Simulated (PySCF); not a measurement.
# Working out the ionisation energy of S⁺

S⁺ [Ne] 3s2 3p3 (4S) → S²⁺ [Ne] 3s2 3p2 (3P). Computed with PySCF 2.14 in aug-cc-pVDZ-DK (5s4p2d, 27 functions), with the spin-free X2C one-electron Hamiltonian (Gaussian nucleus). Frozen: [Ne]. Energies in hartree (1 hartree = 27.21139 eV):

```tsv
part	S⁺ (lower)	S²⁺ (upper)
UHF	-398.240256	-397.405290
CCSD correlation	-0.088293	-0.074452
(T)	-0.001174	-0.000889
```

Task: What does Hartree-Fock give?

Result: (-397.405290) − (-398.240256) = 0.834966 hartree = 22.721 eV.

Task: What do CCSD and CCSD(T) give?

Result: The CCSD correlation energies differ by 0.013841 hartree = 0.377 eV and the triples by 0.000285 hartree = 0.008 eV, so CCSD gives 23.098 eV and CCSD(T) 23.106 eV.

Reference: 23.338 eV (measured; NIST Atomic Spectra Database, ionization energies), between the lowest levels; spin-orbit coupling is absent from the calculation.

A double-zeta basis recovers only part of the correlation energy.

What remains against the reference includes basis incompleteness, the frozen core and higher excitations.
